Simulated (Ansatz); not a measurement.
Stepwise reaction of `[BH2][Al]([CH3])[CH3]` with hydrogen, as a gas-phase model of exchange steps in deposition or etching. ΔE in kJ/mol; ΔG adds harmonic PBE0-D4 terms to CCSD(T)/CBS, at 1 bar.

Isolated molecules relaxed with PBE0-D4/def2-TZVP in Ansatz; ΔE leaves out vibrations. CBS: MP2 limit from def2 TZ/QZ plus the TZ coupled-cluster correction, frozen cores. This one scheme is used for every species. Functionals use def2-TZVPP. B3LYP here is the variant with VWN-RPA as its local correlation; programs differ in this.

| step | reaction | PBE-D4 | B3LYP-D4 | ωB97M-V | CCSD(T)/CBS | ΔG(600 K) |
| --- | --- | --- | --- | --- | --- | --- |
| 1 | `[BH2][Al]([CH3])[CH3]` + H₂ → `[BH2][AlH][CH3]` + CH₄ | -23.2 | -28.8 | -26.2 | -25.0 | -12.4 |

Question: Give the row of step 2, `[BH2][AlH][CH3]` + H₂ → `[BH2][AlH2]` + CH₄. (An estimate is asked.)

Answer: The calculation gave: 
```
step                                      reaction  PBE-D4  B3LYP-D4  ωB97M-V  CCSD(T)/CBS  ΔG(600 K)
   2  `[BH2][AlH][CH3]` + H₂ → `[BH2][AlH2]` + CH₄   -22.6     -28.8    -25.9        -25.2       -8.7
```

Question: By hand: ΔE of the 2 steps together at CCSD(T)/CBS.

Answer: (-25.0) + (-25.2) = -50.2 kJ/mol, or -25.1 kJ/mol a step.

In ΔE the steps differ by no more than 0.2 kJ/mol. All are downhill at CCSD(T)/CBS. ΔG lies between -12.4 and -8.7 kJ/mol a step. PBE-D4 differs from CCSD(T)/CBS by 1.8 to 2.6 kJ/mol a step. Isolated molecules leave out the surface, adducts and barriers. Largest T1 diagnostic: 0.010.
